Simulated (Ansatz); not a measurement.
Cost and result for the atomization energy of C₂H₆InNO (`C1[NH][InH][CH2]O1`) (11 atoms, 11 bonds).

Cartesian coordinates in Å:
```
C -0.220 0.905 0.833
N 0.484 -0.284 1.220
In 0.654 -1.514 -0.407
C -0.389 0.128 -1.382
O -1.072 0.697 -0.291
H -0.872 1.277 1.626
H 0.485 1.710 0.557
H 0.328 -0.557 2.175
H 1.412 -3.031 -0.366
H -1.125 -0.171 -2.126
H 0.315 0.840 -1.838
```

The species carries charge 0 and has multiplicity 1. Correlated methods include outer-core shells of In, which these sets cover unevenly. In: def2 effective core potential. All single points use the PBE0-D4/def2-TZVP geometry. Program: Ansatz. All runs use 4 threads of an Arm Neoverse V2 on a shared host. Times are those of one run each, without the atoms' runs, and a repeat can differ threefold. Electronic energies, without spin–orbit coupling; frozen cores. CCSD(T)/CBS adds CCSD(T) − MP2 in def2-TZVPP to the MP2 limit, and its time is that of the two runs behind it. T1 = 0.016. With those shells the extrapolation isn't a true limit.

CCSD(T)/CBS is a level of theory with its own doubt, some kJ/mol a heavy atom from the limit and from the frozen cores, so smaller differences don't rank the functionals.

```
                           level  functions  wall time
          LDA (SPW92)/def2-TZVPP        258      1.6 s
              BLYP-D4/def2-TZVPP        258        3 s
 PBE-D4/def2-TZVPP (with forces)        258      3.4 s
              PBE0-D4/def2-TZVPP        258      3.8 s
           r2SCANh-D4/def2-TZVPP        258        7 s
               B2PLYP/def2-TZVPP        258        8 s
             PBE-QIDH/def2-TZVPP        258      8.5 s
              ωB97X-V/def2-TZVPP        258       11 s
                CCSD(T)/def2-SVP        112       12 s
ωB97M-V/def2-TZVPP (with forces)        258       15 s
                  MP2/def2-QZVPP        490       30 s
              CCSD(T)/def2-TZVPP        258    5.8 min
               CCSD(T)/CBS(def2)          –    6.3 min
```

Task: What atomization energy does each give, and how far from CCSD(T)/CBS? (Estimate.)

Result: Ansatz gave: 
```csv
level,atomization (kcal/mol),difference from CCSD(T)/CBS,per bond
LDA (SPW92)/def2-TZVPP,1065.9,157.9,14.4
BLYP-D4/def2-TZVPP,905.3,-2.7,-0.2
PBE-D4/def2-TZVPP (with forces),931.8,23.8,2.2
PBE0-D4/def2-TZVPP,907.9,-0.1,0.0
r2SCANh-D4/def2-TZVPP,898.4,-9.6,-0.9
B2PLYP/def2-TZVPP,892.4,-15.6,-1.4
PBE-QIDH/def2-TZVPP,897.8,-10.2,-0.9
ωB97X-V/def2-TZVPP,910.8,2.8,0.3
CCSD(T)/def2-SVP,847.4,-60.6,-5.5
ωB97M-V/def2-TZVPP (with forces),908.9,0.9,0.1
MP2/def2-QZVPP,912.2,4.2,0.4
CCSD(T)/def2-TZVPP,880.5,-27.5,-2.5
CCSD(T)/CBS(def2),908.0,0.0,0.0
```

At CCSD(T), def2-SVP lies −60.6 kcal/mol from the extrapolated value and def2-TZVPP −27.5 kcal/mol: correlation converges slowly with the basis, and small sets miss more of it in the bonded molecule than in its fragments. Leaving LDA and LC-ωPBE aside and taking each functional with its dispersion term where it has one, the values, not all of them listed here, spread over 64.5 kcal/mol, from BHLYP-D4 to PBE-D4. LDA lies +139.8 kcal/mol from PBE without D4, its usual overbinding. From r2SCAN to r2SCAN0 (25 % exact exchange), in def2-TZVPP and without D4, the atomization energy moves by −19.6 kcal/mol: exact exchange takes away binding that semilocal exchange gives to molecules.

Spin–orbit coupling would lower the free In atoms strongly, and the atomization energy with them, by more than many differences here.
